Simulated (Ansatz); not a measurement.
Start from `FC[BH][AlH2]` and change one atom or group to get `CBCF`.

Ansatz, PBE0-D4/def2-TZVP geometries, multiplicity 1. Each molecule was computed in one conformer, which needn't be the lowest.

```
                                        property  `FC[BH][AlH2]`
         HOMO–LUMO gap (ωB97M-V/def2-TZVPP) / eV            9.04
           HOMO–LUMO gap (B3LYP/def2-TZVPP) / eV            4.55
             LUMO energy (B3LYP/def2-TZVPP) / eV           -2.30
              HOMO energy (PBE0/def2-TZVPP) / eV           -7.03
              LUMO energy (PBE0/def2-TZVPP) / eV           -2.11
size of the dipole moment (B3LYP/def2-TZVPP) / D            2.98
```

Give the same properties after the change, and the shifts. (Estimate.)

Computed: 
```json
{"property": "HOMO–LUMO gap (ωB97M-V/def2-TZVPP) / eV", "`CBCF`": "11.92", "shift": "2.88"}
{"property": "HOMO–LUMO gap (B3LYP/def2-TZVPP) / eV", "`CBCF`": "7.14", "shift": "2.59"}
{"property": "LUMO energy (B3LYP/def2-TZVPP) / eV", "`CBCF`": "-1.30", "shift": "1.00"}
{"property": "HOMO energy (PBE0/def2-TZVPP) / eV", "`CBCF`": "-8.64", "shift": "-1.61"}
{"property": "LUMO energy (PBE0/def2-TZVPP) / eV", "`CBCF`": "-1.06", "shift": "1.05"}
{"property": "size of the dipole moment (B3LYP/def2-TZVPP) / D", "`CBCF`": "2.30", "shift": "-0.68"}
```

With PBE0 the HOMO falls by 1.61 eV and the LUMO rises by 1.05 eV, so the gap widens by about 2.66 eV. PBE moves the HOMO by -1.15 eV and ωB97M-V by -1.86 eV. The zero-point energy changes by 61.2 kJ/mol with +3 modes. Dipoles are sizes alone; their direction can turn.

B3LYP here is the variant with VWN-RPA as its local correlation; programs differ in this.
